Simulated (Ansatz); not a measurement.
```yaml
crystal:
  periodic: [false, false, false]
  atoms:
    - {symbol: Rh, position_ang: [-0.522357, -1.220983, 0.440819]}
    - {symbol: Rh, position_ang: [0.838833, 0.345261, 1.945197]}
    - {symbol: Rh, position_ang: [-0.758804, 1.169324, 0.118466]}
    - {symbol: Rh, position_ang: [1.281671, 0.051145, -0.559415]}
    - {symbol: Rh, position_ang: [-0.839333, -0.344737, -1.945077]}
basis:
  gaussian: {orbitals: def2-TZVPD, initial_orbitals: start.molden}
total_charge: -1
hamiltonian: {xc: pbe}
correlation: {method: rpa}
scf: {omitted_lower_state_checks: [starts]}
```

The file start.molden holds the orbitals of an earlier run on this structure, at another level or in another basis.

```sh
$ ansatz run in.yaml --threads 4 --pin off --events-out ev --progress --plain --max-ram 4787MiB
```

Shortened log:

```
Functional definition: PBE
1955 factors; integrals over basis functions are off by at most 1.9e-4 eV
mean field evaluation 1: about -15049.0473 eV, gradient 8.0e0 eV
mean field evaluation 2: about -15049.4506 eV, gradient 8.8e-1 eV
mean field evaluation 4: about -15049.4500 eV, gradient 2.1e-2 eV
mean field evaluation 8: about -15049.4501 eV, gradient 2.2e-6 eV
mean field -15049.45005807 eV, -553.0570887505 hartree, gradient 3.4e-6 eV, S^2 0.000000; 0 other end points of the search recorded, 0 dependent functions left out; unrestricted orbitals would lower it
mean field evaluation 16: about -14919.1340 eV, gradient 9.0e0 eV
mean field evaluation 32: about -14928.4254 eV, gradient 6.6e-2 eV
mean field evaluation 64: about -14928.4966 eV, gradient 1.6e-3 eV
reference -14912.49224947 eV, -548.0239821178 hartree; 43, 43 occupied and 157, 157 virtual orbitals, 1955 factors
Error: the energy between an occupied orbital and the lowest state that it is excited into in its spin channel is -0.0670 eV and must be positive: a state without a gap has no random-phase energy
```

Can the result of this run be used?

No. The run stopped with an error. The reference has no gap: an occupied orbital lies above an empty one, and the correlation energy can't be formed.
